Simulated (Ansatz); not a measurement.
Tuning the range parameter of LC-ωPBE so that −HOMO meets the ionisation energy; basis def2-SVP, Ansatz. System: Si16BH24, a doped nanocrystal cut from the lattice of silicon (B on an inner site). The state is a doublet with charge 0. Geometry: PBE-D4/def2-SVP. The ionised state is a singlet, and HOMO is the level of the spin that leaves.

Geometry of the doublet:

```xyz
41

Si    3.7284    0.9551    1.5903
Si    1.4015    2.2462   -1.6413
Si   -1.3868   -3.4463   -0.7542
Si   -1.1134   -0.1990   -2.6087
B     0.9605   -0.9229    0.2443
Si    0.1006    2.1149    2.0012
Si   -2.5425   -0.2916    0.9258
Si   -2.2167    3.0629   -0.8742
Si    2.8490   -1.1836    1.0198
Si    0.7763   -2.9706    0.1385
Si    1.0136   -0.0852   -1.5709
Si    2.2605    2.2162    2.9248
Si   -0.0164    3.2505   -0.0534
Si   -1.6188   -2.4777   -2.8815
Si   -3.0347   -2.5776    0.6786
Si   -2.6975    0.7746   -1.1650
Si   -0.2850   -0.1851    1.6176
H     5.0094    0.6605    2.3376
H     4.0789    1.6941    0.3269
H     1.0272    2.7616   -3.0103
H     2.8427    2.6095   -1.3917
H    -1.4430   -4.9584   -0.8118
H    -1.1099    0.5288   -3.9327
H    -0.9206    2.6793    2.9606
H    -3.4468    0.3809    1.9314
H    -2.3373    3.7915   -2.1904
H    -3.1967    3.6715    0.0984
H     3.8187   -1.8201    0.0530
H     2.8791   -2.0037    2.2871
H     1.7961   -3.6322   -0.7583
H     0.8463   -3.6623    1.4787
H     1.9945   -0.7580   -2.5078
H     2.7730    3.6333    3.0242
H     2.2457    1.6141    4.3067
H     0.3453    4.7047    0.1460
H    -0.6753   -3.1306   -3.8594
H    -3.0351   -2.6812   -3.3629
H    -4.3923   -2.7818    0.0497
H    -3.0038   -3.2874    2.0081
H    -4.0884    0.5946   -1.7299
H    -0.1864   -0.8894    2.9551
```

Single mean-field runs in def2-SVP are fitted with def2-universal-jkfit.

```
ω (1/bohr)  HOMO (eV)  LUMO (eV)  vertical IE (eV)  HOMO + IE (eV)
       0.1      -7.03      -4.08              7.40            0.37
      0.15      -7.54      -3.79              7.58            0.04
       0.2      -7.96      -3.60              7.78           -0.18
       0.3      -8.57      -3.34              8.13           -0.44
```

Where does the tuning condition hold?

Near ω = 0.16 bohr⁻¹, by linear interpolation.
